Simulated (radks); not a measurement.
Values are calculated unless marked as measured or tabulated.
All-electron atom: Pm I in [Xe] 4f5 6s1 5f1 (not the ground configuration). Level of theory: scalar-relativistic Kohn-Sham, SCAN, spin-unpolarised, spherical densities, finite nucleus; meta-GGA in the generalised Kohn-Sham scheme; Fermi nuclear charge, rms radius 4.962 fm (a radial shooting solver on a logarithmic mesh with Libxc functionals).

Radial electron density D(r) = 4 pi r^2 rho(r):

```
   r/bohr * D(r) (the largest magnitude, 104, reaches the edge; | marks zero)
 0.003386 |           *
 0.004814 |                  *
 0.006845 |                          *
 0.009733 |                                   *
  0.01395 |                                         *
  0.01984 |                                         *
  0.02821 |                                     *
  0.04011 |                                        *
  0.05703 |                                                   *
  0.08109 |                                                      *
   0.1162 |                                          *
   0.1653 |                                             *
    0.235 |                                             *
   0.3341 |                      *
   0.4751 |                    *
    0.681 |                  *
   0.9683 |        *
    1.377 |    *
    1.958 | *
    2.784 |*
     3.99 *
    5.673 *
    8.067 *
    11.47 *
    16.31 *
    23.38 *
    33.24 *
```

D(r) has 5 maxima, at r = 0.0161, 0.0713, 0.200, 0.553, 16.8 bohr, and minima at 0.0308, 0.132, 0.402, 8.40 bohr, inside which lie 1.94, 11.17, 29.19, 60.02 electrons.
